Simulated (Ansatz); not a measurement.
Cartesian coordinates in Å:
```
C -0.3182 0.6349 -1.7255
Ga -0.0185 -0.1355 0.0242
C 0.4107 -0.3746 1.8925
S -0.0988 -2.0167 1.1142
H -1.3597 0.4774 -2.0103
H -0.0977 1.7015 -1.7354
H 0.3155 0.1259 -2.4532
H 1.4435 -0.3696 2.2282
H -0.2768 -0.0432 2.6653
```

The species carries charge 0 and has multiplicity 1.

Question: List the CAM-B3LYP/def2-TZVPP orbital energies in eV (the Gaussian-basis code of Ansatz). (Best estimate.)

Answer: The calculation gave: Occupied: -10139.85, -2418.87, -1251.50, -1108.80, -1108.72, -1108.66, -279.21, -279.13, -216.87, -161.46, -161.34, -161.27, -151.81, -105.30, -105.09, -104.98, -25.36, -25.00, -24.97, -24.94, -24.87, -22.30, -21.45, -18.00, -13.47, -13.46, -13.40, -13.20, -11.42, -9.65, -7.81, -7.67. Lowest empty: -0.01, 0.46, 1.78, 2.12, 2.89, 3.51, 3.52, 3.72.
